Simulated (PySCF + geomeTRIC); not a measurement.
Species: [W(OH)(CH3)5] (charge 0, multiplicity 1).

Task: Give a relaxed geometry from BP86-D3(BJ)/def2-SVP in PySCF + geomeTRIC.

Result: Several could match; the one computed here: the end point of this relaxation, one of several conformers.
Cartesian coordinates (Å) in one orientation:
```xyz
23

W     -0.080     0.012     0.491
O     -0.927    -1.649     0.104
H     -1.780    -1.814    -0.342
C      0.734    -0.574     2.378
H      1.079    -1.615     2.174
H      0.065    -0.587     3.259
H      1.622     0.053     2.609
C      1.713    -0.416    -0.602
H      2.565     0.276    -0.451
H      1.518    -0.512    -1.690
H      1.991    -1.426    -0.216
C     -2.045     0.675    -0.260
H     -2.841     0.135     0.301
H     -2.061     0.343    -1.326
H     -2.268     1.756    -0.232
C     -0.716     1.596     1.901
H     -1.186     2.493     1.457
H      0.128     1.923     2.546
H     -1.464     1.104     2.564
C      0.375     1.886    -0.566
H      1.313     2.243    -0.077
H     -0.374     2.696    -0.495
H      0.610     1.707    -1.637
```
